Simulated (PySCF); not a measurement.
F2H4N2Si, SMILES N[Si](F)(N)F.

Geometry: PBE0-D3(BJ)/def2-SVP. One conformer was computed; it need not be the lowest.

Calculation: ωB97X/def2-TZVP in PySCF.

| Quantity | Result |
|---|---|
| total energy | -601.38674 hartree |
| point group | C2 |
| highest occupied level | -10.69 eV |
| lowest empty level | 2.69 eV |
| orbital gap | 13.38 eV |
| dipole moment | 2.63 D |
| quadrupole, principal values (traceless, Buckingham form, about the centre of nuclear charge) | -7.81, -2.57, 10.39 D·Å |
| mean static polarisability | 35.8 bohr³ (5.31 Å³) |
| polarisability, principal values | 32.6, 35.6, 39.2 bohr³ |
